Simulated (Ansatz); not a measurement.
Cl₂I₂Si, SMILES `Cl[Si](Cl)(I)I` at its PBE0-D4/def2-TZVP geometry, where that method's forces vanish. The species carries charge 0 and has multiplicity 1. I: def2 effective core potential.

```xyz
5

Cl   -0.5695    0.3204    1.9710
Si   -0.0676   -0.0053    0.0284
Cl   -1.7513   -0.5035   -0.9955
I     0.8724    2.0146   -0.9071
I     1.5160   -1.8261   -0.0968
```

Q: What forces (eV/Å) does B3LYP-D4/def2-TZVPP give on these atoms in Ansatz? (An estimate is asked.)

A: Ansatz gave: 
```
Cl1 -0.072  0.042  0.257
Si2  0.011  0.001 -0.004
Cl3 -0.226 -0.066 -0.131
I4   0.105  0.240 -0.109
I5   0.182 -0.217 -0.012
```

B3LYP here is the variant with VWN-RPA as its local correlation; programs differ in this.
